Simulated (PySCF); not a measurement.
trichloroethylene (C2HCl3), singlet, geometry from GFN2-xTB; MP2/cc-pVDZ run with PySCF.

Here is a job for PySCF.
```python
from pyscf import gto, scf, mp

mol = gto.M(
    atom='''
Cl    2.16430428    0.65063115   -0.02488394
C     0.96868077   -0.56892736   -0.03455329
C    -0.33236363   -0.29237070   -0.00141803
Cl   -0.96728152    1.29724732    0.05435331
Cl   -1.50022928   -1.55086072   -0.01269355
H     1.33660808   -1.58151327   -0.06936094
''',
    basis='cc-pvdz',
    verbose=4,
)

mf = scf.RHF(mol)
mf.kernel()

pt = mp.MP2(mf)
pt.kernel()
print('E(MP2) = %.10f' % pt.e_tot)
```

What the program printed (banner, timings and long lists left out):

```
PySCF version 2.14.0

[INPUT] verbose = 4
[INPUT] num. atoms = 6
[INPUT] num. electrons = 64
[INPUT] charge = 0
[INPUT] spin (= nelec alpha-beta = 2S) = 0
[INPUT] symmetry False subgroup None
[INPUT] Mole.unit = angstrom
[INPUT] Symbol           X                Y                Z      unit          X                Y                Z       unit  Magmom
[INPUT]  1 Cl     2.164304280000   0.650631150000  -0.024883940000 AA    4.089942339424   1.229514681611  -0.047023831500 Bohr   0.0
[INPUT]  2 C      0.968680770000  -0.568927360000  -0.034553290000 AA    1.830541357433  -1.075116895172  -0.065296254803 Bohr   0.0
[INPUT]  3 C     -0.332363630000  -0.292370700000  -0.001418030000 AA   -0.628076234466  -0.552500549847  -0.002679688336 Bohr   0.0
[INPUT]  4 Cl    -0.967281520000   1.297247320000   0.054353310000 AA   -1.827897158153   2.451442150626   0.102712869864 Bohr   0.0
[INPUT]  5 Cl    -1.500229280000  -1.550860720000  -0.012693550000 AA   -2.835022463253  -2.930702018146  -0.023987333048 Bohr   0.0
[INPUT]  6 H      1.336608080000  -1.581513270000  -0.069360940000 AA    2.525823207081  -2.988626942665  -0.131073180342 Bohr   0.0

nuclear repulsion = 319.664287603187
number of shells = 28
number of NR pGTOs = 182
number of NR cGTOs = 87
basis = cc-pvdz
ecp = {}

******** <class 'pyscf.scf.hf.RHF'> ********
method = RHF
initial guess = minao
damping factor = 0
level_shift factor = 0
DIIS = <class 'pyscf.scf.diis.CDIIS'>
diis_start_cycle = 1
diis_space = 8
diis_damp = 0
SCF conv_tol = 1e-09
SCF conv_tol_grad = None
SCF max_cycles = 50
direct_scf = True
direct_scf_tol = 1e-13
Set gradient conv threshold to 3.16228e-05
Initial guess from minao.
init E= -1455.82714621191
  HOMO = -0.206968712429067  LUMO = 0.0724906230273126  gap/eV = 7.60448
cycle= 1 E= -1454.66655984008  delta_E= 1.16  |g|= 0.621  |ddm|= 2.48
  HOMO = -0.425852549828226  LUMO = 0.00174106588671874  gap/eV = 11.63541
cycle= 2 E= -1454.73215827967  delta_E= -0.0656  |g|= 0.461  |ddm|= 1.01
  HOMO = -0.366343239812472  LUMO = 0.113092574027956  gap/eV = 13.04611
cycle= 3 E= -1454.7864083988  delta_E= -0.0543  |g|= 0.0526  |ddm|= 0.45
  HOMO = -0.364058706269891  LUMO = 0.120470541140272  gap/eV = 13.18471
cycle= 4 E= -1454.78804939091  delta_E= -0.00164  |g|= 0.0217  |ddm|= 0.13
  HOMO = -0.365752035143691  LUMO = 0.119009248051322  gap/eV = 13.19103
cycle= 5 E= -1454.78821101288  delta_E= -0.000162  |g|= 0.00581  |ddm|= 0.029
  HOMO = -0.365676566352782  LUMO = 0.119365499084055  gap/eV = 13.19867
cycle= 6 E= -1454.78823779438  delta_E= -2.68e-05  |g|= 0.0021  |ddm|= 0.0163
  HOMO = -0.365512176456027  LUMO = 0.119662164192865  gap/eV = 13.20227
cycle= 7 E= -1454.78824040987  delta_E= -2.62e-06  |g|= 0.00048  |ddm|= 0.0052
  HOMO = -0.365492385267819  LUMO = 0.119729664810787  gap/eV = 13.20356
cycle= 8 E= -1454.78824058563  delta_E= -1.76e-07  |g|= 0.000128  |ddm|= 0.00141
  HOMO = -0.365500596505583  LUMO = 0.119718707014283  gap/eV = 13.20349
cycle= 9 E= -1454.78824059706  delta_E= -1.14e-08  |g|= 4.31e-05  |ddm|= 0.000308
  HOMO = -0.365499836402687  LUMO = 0.119718686292621  gap/eV = 13.20347
cycle= 10 E= -1454.78824059863  delta_E= -1.57e-09  |g|= 1.27e-05  |ddm|= 0.000124
  HOMO = -0.365500666390613  LUMO = 0.119717605506004  gap/eV = 13.20346
cycle= 11 E= -1454.78824059877  delta_E= -1.36e-10  |g|= 2.69e-06  |ddm|= 3.79e-05
  HOMO = -0.365500950813128  LUMO = 0.119717021207994  gap/eV = 13.20345
Extra cycle  E= -1454.78824059876  delta_E= 1.02e-11  |g|= 1.47e-06  |ddm|= 4.91e-06
converged SCF energy = -1454.78824059876

******** <class 'pyscf.mp.mp2.RMP2'> ********
nocc = 32, nmo = 87
E(RMP2) = -1455.48345335253  E_corr = -0.695212753770229
E(SCS-RMP2) = -1455.4572470641  E_corr = -0.669006465343686
E_corr(same-spin) = -0.190671737516063
E_corr(oppo-spin) = -0.504541016254165
E(MP2) = -1455.4834533525
```
